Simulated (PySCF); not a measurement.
Isomers of C2H9FSi4, one GFN2-xTB conformer each. Single-point energies are computed at PBE0/pcSseg-1 (PySCF, gas phase, no added dispersion term), electronic only.

Question: Rank them by PBE0/pcSseg-1 energy, lowest first (kJ/mol).
A. `[CH:1]#[C:2][SiH2:3][Si@H:4]([F:5])[SiH2:6][SiH3:7]` with C2–Si3–Si4–F5 157°, Si3–Si4–Si6–Si7 -95°
B. `[CH2:1]=[CH:2][Si:3]1([F:4])[SiH2:5][SiH2:6][SiH2:7]1` with C1–C2–Si3–F4 0°
C. `[CH:1]#[C:2][Si@@H:3]([F:4])[SiH2:5][SiH2:6][SiH3:7]` with C2–Si3–Si5–Si6 -52°, Si3–Si5–Si6–Si7 -53°
D. `[CH:1]#[C:2][SiH2:3][Si:4]([F:5])([SiH3:6])[SiH3:7]` with C2–Si3–Si4–F5 180°
E. `[Si@@H]1([SiH3])[Si@H](F)C(=C1)[SiH3]`

Answer: B (0.0), E (47.7), C (118.4), D (139.6), A (140.1).

As drawn, the lowest has a four-membered ring and a C=C bond outside aromatic rings, which the highest lacks; the highest has a C≡C bond, which the lowest lacks. Neighbours under 10 kJ/mol apart (C#C[SiH2][Si](F)([SiH3])[SiH3] and C#C[SiH2][Si@H](F)[SiH2][SiH3]) can change places with a better method, another conformer or zero-point energy. GFN2-xTB itself gives, in the same order: 62.4, 0.0, 61.1, 59.3, 57.1. GFN2-xTB puts F[Si@@H]1C([SiH3])=C[Si@@H]1[SiH3] lowest instead; measured from each level's own lowest isomer, the values differ by up to 83.0 kJ/mol (C#C[SiH2][Si@H](F)[SiH2][SiH3]: 57.1 against 140.1).

Which frontier levels, dipoles and rotational constants go with these structures?

```tsv
SMILES	HOMO (eV, PBE0/pcSseg-1)	LUMO (eV)	dipole (D)	A, B, C (MHz)
C=C[Si]1(F)[SiH2][SiH2][SiH2]1	-7.29	-1.87	1.49	1872, 797.6, 685.8
F[Si@@H]1C([SiH3])=C[Si@@H]1[SiH3]	-7.56	-1.32	1.73	1868, 666.5, 562.5
C#C[Si@@H](F)[SiH2][SiH2][SiH3]	-8.17	-1.20	1.78	1390, 682.4, 643.7
C#C[SiH2][Si](F)([SiH3])[SiH3]	-7.89	-1.50	1.57	1170, 793.1, 693.3
C#C[SiH2][Si@H](F)[SiH2][SiH3]	-7.98	-1.40	1.73	1221, 784.5, 518.6
```
